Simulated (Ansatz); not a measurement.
Ga12N12 (started as a model of: (GaN)12 cage of four- and six-membered rings). Total charge 0; singlet. Geometry PBE-D4/def2-SVP, basis def2-TZVP, Ansatz.

| run | HOMO (eV) | LUMO (eV) |
| --- | --- | --- |
| A | -7.07 | -3.16 |
| B | -6.89 | -3.25 |
| C | -5.99 | -3.93 |
| D | -5.76 | -4.11 |

Single mean-field runs in def2-TZVP are fitted with def2-universal-jkfit.

Question: The runs used PBE, PBE0, r2SCAN, r2SCAN0. Estimate which is which.

Answer: A r2SCAN0 (25 % exact exchange); B PBE0 (25 % exact exchange); C r2SCAN (0 % exact exchange); D PBE (0 % exact exchange). Exact exchange lowers occupied and raises empty levels; among semilocal functionals meta-GGAs tend to open the gap a little, and such runs are hard to tell apart. The gap grows from 1.66 eV (PBE) to 3.91 eV (r2SCAN0).
